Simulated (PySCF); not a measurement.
A GIAO shielding run with PySCF 2.14.0 with density-fitted response routines (density fitting, non-relativistic, gas phase) on `CCCC1=C[SiH2][C@H]1Cl`, C6H11ClSi:

```
$ OMP_NUM_THREADS=1 python probes_run.py task.json out

{"job": {"kind": "nmr", "xc": "PBE0", "basis": "pcSseg-1"}, "charge": 0, "multiplicity": 1}
C      2.046218     1.012976    -0.435775
C      1.728932     0.116417     0.754324
C      0.804270    -1.043429     0.362189
C     -0.528202    -0.570407    -0.093523
C     -1.148599    -0.692907    -1.278688
Si    -2.745698     0.146931    -0.743897
C     -1.511919     0.187843     0.757803
Cl    -1.985421    -0.714957     2.231571
H      2.552047     0.445885    -1.214770
H      1.132083     1.428143    -0.855985
H      2.692377     1.834515    -0.134252
H      1.255503     0.703749     1.543479
H      2.656076    -0.295581     1.158858
H      1.271235    -1.635472    -0.428516
H      0.660167    -1.684950     1.236625
H     -0.744842    -1.150508    -2.167279
H     -3.080851     1.458143    -1.295811
H     -3.918904    -0.686698    -0.517148
H     -1.144276     1.149557     1.113333
```

Hardware: 1 thread of an Arm Neoverse V1, shared host. The job also computes population analyses, field gradients, ring-centre shieldings.

**Question.** How large is the calculation?

**Answer.** 78 electrons, 205 basis functions and 1106 auxiliary functions.

**Question.** How long does it take, and how much memory does it need?

**Answer.** 50 s of wall time, with 14 SCF cycles and 5 response iterations; peak memory 0.93 GiB. Times on a shared host scatter by some tens of per cent.
